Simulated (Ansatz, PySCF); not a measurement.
Reaction (SMILES): [F][Ge]([F])([F])[Br] [bromo(trifluoro)germane] -> [F][Ge]([F])[F] + Br atom (the Br-Ge bond at the site shown breaks; other sites are not compared here)
Each molecule is optimised on its own at B3LYP-D3(BJ)/def2-TZVP (Ansatz, an electronic-structure program). Frequencies are from Ansatz or PySCF.

Quantity: bond dissociation energy (0 K, with B3LYP-D3(BJ) harmonic zero-point energies), in kJ/mol. Valence correlation only, unless marked. UHF or UKS for open shells. No spin-orbit coupling. Frozen are the shells of the preceding noble gas and the d and f shells that filled before the atom's block. No relativistic terms. CBS(X,Y): correlation extrapolated as X^-3; Hartree-Fock from the larger set. [CCSD(T)-MP2]/basis is that difference in the basis named.

```
level                           program  bond dissociation energy (kJ/mol)
-----------------------  --------------  ---------------------------------
HF/STO-3G                        Ansatz                              353.6
B3LYP-D3(BJ)/def2-TZVPD  Ansatz + dftd3                              332.1
PBE0/def2-SVP                    Ansatz                              349.0
r2SCANh/def2-TZVPD               Ansatz                              348.7
MP2/aug-cc-pVDZ                  Ansatz                              334.6
MP2/cc-pVDZ                      Ansatz                              338.2
SCS-MP2/6-31G                    Ansatz                              246.1
```

Problem. Estimate the value at RI-MP2/CBS(cc-pVTZ,cc-pVQZ)+[CCSD(T)-MP2]/cc-pVTZ as computed with Ansatz.

Solution. 364.8 kJ/mol
